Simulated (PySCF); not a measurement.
Species: CH₆NOSi (doublet state).
Geometry (GFN2-xTB, Å), atoms numbered from 1 in this order:
```xyz
10
CH6NOSi angstrom
C     -1.6261   -0.3448   -0.1470
O     -0.2452   -0.5268   -0.2041
Si     0.9688    0.4889    0.1768
N      2.4858   -0.1844   -0.0353
H     -1.9444    0.4553   -0.8213
H     -1.9483   -0.0941    0.8673
H     -2.1027   -1.2781   -0.4514
H      0.9066    1.7109   -0.6457
H      0.8785    0.9079    1.5880
H      2.6358   -1.1302   -0.3499
```

The hyperfine couplings belong to this conformer and change with its torsions.

Identity: `CO[SiH2][NH]` [radical].

Method used: PySCF 2.14.0, UKS B3LYP, pcH-1 on C H N O Si, non-relativistic, mean-field spin-orbit, GIAO. One conformer (not necessarily the lowest) at the GFN2-xTB geometry, without solvent, vibrations or thermal averaging. A GFN2-xTB geometry isn't a minimum of the functional, and hyperfine couplings can be far from their values at a DFT geometry. No stability test was run, so a lower SCF solution isn't excluded.

**Question.** Predict the first-order ENDOR lines of N4, H8/H9 and H10 under fast tumbling at B = 3358.8 mT (W band).

**Answer.** ν± = |νn ± a/2|, one line for each electron-spin manifold; νn = |g_N| × 7.62259 MHz/T × B.

```
nuclei  isotope     g_N  νn (MHz)  a_iso (MHz)  lower line (MHz)  upper line (MHz)
    N4      14N  0.4038     10.34        28.50              3.91             24.59
 H8/H9       1H  5.5857    143.01       111.62             87.20            198.82
   H10       1H  5.5857    143.01       -56.69            114.66            171.36
```

**Question.** Which pairs are centred on the nuclear Larmor frequency, and which on half the coupling?

**Answer.** Centred on νn, since |a| < 2νn: H8/H9 and H10. Centred on |a|/2 and split by 2νn: N4.

**Question.** At what field would the lower line of H10 fall to zero frequency?

**Answer.** Where νn = |a|/2, that is B = 28.35 MHz/(5.5857 × 7.62259 MHz/T) = 666 mT, as far as first order holds there.

Class means assume fast exchange of nuclei equivalent by connectivity; if that motion is slow, each nucleus keeps its own coupling.

Time: 16 s of wall time (grids of density and orbitals included); peak memory 0.57 GiB. Hardware: Arm Neoverse V2, one thread, shared host with 96 logical CPUs at a one-minute load of 26.
